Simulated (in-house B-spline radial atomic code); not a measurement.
# Ionising Cu+ with different functionals

Computed with an all-electron radial atomic-structure program (B-spline basis): four-component Dirac-Coulomb Hamiltonian, Fermi nucleus of rms radius 3.8823 fm, spin-restricted, spherical fractional occupations for the functionals, and exact exchange of hybrids averaged over the configuration. The ionisation energy is the difference of two self-consistent energies, [Ar] 3d10 → [Ar] 3d9, without Breit or QED terms; ε is the level of the shell that loses the electron (mean over j). The electron is taken from both j subshells in proportion to 2j + 1, so the result is a j average, not the step between ground levels.

```tsv
method	rung	ΔSCF (eV)	-ε(3d) (eV)
BHandHLYP	global hybrid	19.83	18.16
wB97X	range-separated hybrid	20.59	18.41
LC-wPBE	range-separated hybrid	20.98	18.60
HSE06	range-separated hybrid	20.54	15.43
```

**Question.** Among the functionals, which spreads more, the ΔSCF values or the orbital energies?

**Answer.** The orbital energies: ΔSCF values span about 1.15 eV and the orbital energies 3.16 eV.

**Question.** How do they compare with the NIST value?

**Answer.** NIST lists 20.292 eV (measured, ground level to ground level). Errors run from -0.46 to +0.69 eV; HSE06 is closest (+0.25 eV), but part of that can be cancellation, since the calculations leave out Breit-QED terms, spin polarisation, the choice among j levels, multiplet and fine-structure energies.
